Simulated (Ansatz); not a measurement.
Reaction (hydrogenolysis of the In–Br bond): `[CH3][InH][Br]` + H₂ → `[CH3][InH2]` + HBr

Isolated molecules relaxed with PBE0-D4/def2-TZVP in Ansatz; ΔE leaves out vibrations. CCSD(T)/CBS is the MP2 limit (def2-TZVPP, def2-QZVPP) plus CCSD(T) − MP2 in def2-TZVPP, frozen cores. This one scheme is used for every species. def2 core potentials past Kr. For Br, In outer-core shells are correlated without core-valence functions, which leaves a few kJ/mol of doubt a bond. Scalar relativity is left out up to krypton.

| species | MP2/CBS(def2) energy (Eh) |
| --- | --- |
| `[CH3][InH][Br]` | -2803.59436 |
| H₂ | -1.16771 |
| `[CH3][InH2]` | -230.80233 |
| HBr | -2573.90023 |

Q: Work out ΔE.

A: ΔE = (-230.80233) + (-2573.90023) − (-2803.59436) − (-1.16771) = 0.05951 Eh = +37.3 kcal/mol. CCSD(T)/CBS gives +34.6 kcal/mol.

Largest T1 diagnostic among the species: 0.013.

The D4 term adds +1.2 kcal/mol with B3LYP and +0.7 kcal/mol with PBE0; it sums over pairs of atoms, weighted by their polarisabilities, and B3LYP, whose exchange is more repulsive, gets the larger term. Leaving LDA and LC-ωPBE aside and taking each functional with its dispersion term where it has one, the values, not all of them listed here, spread over 3.8 kcal/mol, from B97M-V to r2SCAN-D4. LDA lies −1.8 kcal/mol from PBE without D4.

B3LYP here is the variant with VWN-RPA as its local correlation; programs differ in this.
